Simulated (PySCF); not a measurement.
Ga(Me)(NH2) (CH5GaN), SMILES [Ga]([CH3])[NH2], multiplicity 2.

Geometry optimised at PBE-D3(BJ)/def2-SVP. The spin state was assumed, not searched. The isomer is the one that the SMILES or the coordinates give; other isomers of the formula were not compared. One conformer was computed; it need not be the lowest.

Level of theory: PBE-D3(BJ)/def2-SVP (PySCF 2.14.0).

Frequencies are harmonic and unscaled.

| mode | ν (cm⁻¹) | IR (km/mol) | moving atoms (share of kinetic energy) |
|---|---|---|---|
| 1 | 42 | 0.2 | H 90 % |
| 2 | 148 | 147.2 | H 83 %, N 16 % |
| 3 | 151 | 0.5 | H 31 %, N 28 %, C 23 %, Ga 18 % |
| 4 | 364 | 22.6 | H 98 % |
| 5 | 491 | 11.0 | C 67 %, H 16 %, Ga 14 % |
| 6 | 589 | 3.4 | H 85 %, N 11 % |
| 7 | 655 | 58.5 | N 65 %, Ga 19 %, H 15 % |
| 8 | 659 | 1.6 | H 84 %, C 15 % |
| 9 | 709 | 59.7 | H 77 %, C 13 % |
| 10 | 1114 | 1.1 | H 83 %, C 17 % |
| 11 | 1361 | 6.9 | H 95 % |
| 12 | 1376 | 3.7 | H 95 % |
| 13 | 1448 | 11.9 | H 90 %, N 10 % |
| 14 | 2972 | 6.5 | H 98 % |
| 15 | 3088 | 4.0 | H 90 %, C 10 % |
| 16 | 3096 | 2.3 | H 91 %, C 9 % |
| 17 | 3465 | 4.2 | H 96 % |
| 18 | 3588 | 21.0 | H 91 %, N 9 % |
